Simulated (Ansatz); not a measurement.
Geometry optimisation, Ansatz, RKS PBE-D4/def2-SVP.

The input (input.yaml):

```yaml
crystal:
  periodic: [false, false, false]
  atoms:
    - { symbol: Ge, position_ang: [0.0, 0.0, 0.0] }
    - { symbol: Cl, position_ang: [0.0, 0.0, 2.57] }
    - { symbol: H, position_ang: [1.4616, 0.0, -0.5162] }
    - { symbol: Cl, position_ang: [-1.0456, 1.8115, -0.7393] }
    - { symbol: Cl, position_ang: [-1.0456, -1.8115, -0.7393] }
    - { symbol: Br, position_ang: [-2.5623, 0.0, 0.8514] }
    - { symbol: H, position_ang: [-1.4556, 0.0, 2.1355] }
basis:
  gaussian: { orbitals: def2-SVP }
hamiltonian:
  xc: pbe
  dispersion: d4
relax:
  f_tol: 0.15
  max_steps: 25
  restrain:
    - { distance: [0, 5], at: 2.4, k: 30.0 }
    - { distance: [6, 1], at: 1.37, k: 30.0 }
    - { distance: [0, 1], at: 3.42, k: 30.0 }
    - { distance: [6, 5], at: 2.75, k: 30.0 }
```

Command:

```bash
$ ansatz run input.yaml --threads 4 --pin off --max-ram 5120MiB --backend cpu --events-out ev --progress --plain --runs-dir out
```

Where does it end, and by what steps?

The forces met the threshold. The restraints hold the end off the free minimum; the threshold counts their pulls, which the force column leaves out. Restrained pairs: Ge1–Br6 (2.70 → 2.38 Å), Cl2–H7 (1.52 → 1.34 Å), Ge1–Cl2 (2.57 → 3.44 Å), Br6–H7 (1.70 → 2.75 Å). After 10 steps the energy has fallen by 2.398 eV (the restraints' own energy left out); H3 moved furthest, 1.31 Å.

| step | energy less start (eV) | largest force component (eV/Å) | accepted |
| --- | --- | --- | --- |
| 0 | 0.0000 | 2.371 | yes |
| 1 | 0.2336 | 2.643 | yes |
| 2 | 0.3053 | 2.412 | yes |
| 3 | -0.5174 | 1.541 | yes |
| 4 | -1.2074 | 1.211 | yes |
| 5 | -1.6575 | 1.157 | yes |
| 6 | -1.9973 | 1.148 | yes |
| 7 | -2.2384 | 1.004 | yes |
| 8 | -2.3653 | 1.010 | yes |
| 9 | -2.3938 | 0.972 | yes |
| 10 | -2.3985 | 0.925 | yes |

```xyz
7
Properties=species:S:1:pos:R:3
Ge -0.626 0.000 -0.378
Cl 0.351 0.000 2.919
H 0.629 0.000 0.492
Cl -0.668 1.753 -1.644
Cl -0.668 -1.753 -1.644
Br -2.679 0.000 0.827
H -0.986 0.000 2.990
```

Run time: 6.6 s on 4 threads of AMD EPYC 9R45 96-Core Processor (Zen 5), with other jobs on the host, peak memory 0.24 GiB.
